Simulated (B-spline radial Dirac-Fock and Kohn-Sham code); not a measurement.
Successive ionisation energies of ruthenium: Dirac-Fock against NIST

These are calculated numbers from a radial finite-basis atomic code; the model is ΔSCF Dirac-Fock with Breit, self-energy and vacuum polarisation, finite nucleus, configuration average. Each value is the difference of the configuration-average energies of two neighbouring ions in their tabulated ground configurations. The model has no electron correlation. NIST's values refer to the lowest levels; many for high charge states are themselves semi-empirical or theoretical. Where a p, d or f shell is open in either ion the computed value averages over both j values and all terms, while the table refers to the lowest levels; that difference holds spin-orbit splitting (largest in heavy or highly charged ions), term energies where several electrons share open shells, and correlation, and it can reach 10 % or more.

```
  ion      configuration  computed (eV)     NIST (eV)            kind  NIST − computed (eV)
 Ru⁹⁺  [Ar] 3d10 4s2 4p5          200.2     198 ± 2.2     theoretical                 -2.21
Ru¹⁰⁺  [Ar] 3d10 4s2 4p4          222.4   219.9 ± 2.4     theoretical                 -2.47
Ru¹¹⁺  [Ar] 3d10 4s2 4p3          245.1     245 ± 2.5     theoretical                 -0.10
Ru¹²⁺  [Ar] 3d10 4s2 4p2          268.4       271 ± 3     theoretical                 +2.62
Ru¹³⁺  [Ar] 3d10 4s2 4p1          292.2  295.9 ± 0.09  semi-empirical                 +3.69
Ru¹⁴⁺      [Ar] 3d10 4s2          348.1       348 ± 3     theoretical                 -0.08
Ru¹⁵⁺      [Ar] 3d10 4s1          375.1  376.25 ± 0.1        measured                 +1.18
Ru¹⁶⁺          [Ar] 3d10          671.5       670 ± 3     theoretical                 -1.47
Ru¹⁷⁺           [Ar] 3d9          729.3       723 ± 3     theoretical                 -6.28
Ru¹⁸⁺           [Ar] 3d8          788.7       784 ± 3     theoretical                 -4.74
Ru¹⁹⁺           [Ar] 3d7          849.8       845 ± 4     theoretical                 -4.83
Ru²⁰⁺           [Ar] 3d6          912.5       905 ± 4     theoretical                 -7.55
Ru²¹⁺           [Ar] 3d5          976.9       981 ± 4     theoretical                 +4.13
Ru²²⁺           [Ar] 3d4         1042.8      1048 ± 4     theoretical                 +5.21
Ru²³⁺           [Ar] 3d3         1110.3      1115 ± 4     theoretical                 +4.70
Ru²⁴⁺           [Ar] 3d2         1179.4      1187 ± 4     theoretical                 +7.62
```

Question: Where in this range is the largest relative jump, and why?

Answer: From Ru¹⁵⁺ (375.1 eV) to Ru¹⁶⁺ (671.5 eV), a factor of 1.79. The configuration goes from [Ar] 3d10 4s1 to [Ar] 3d10, so the next electron comes out of a deeper subshell.
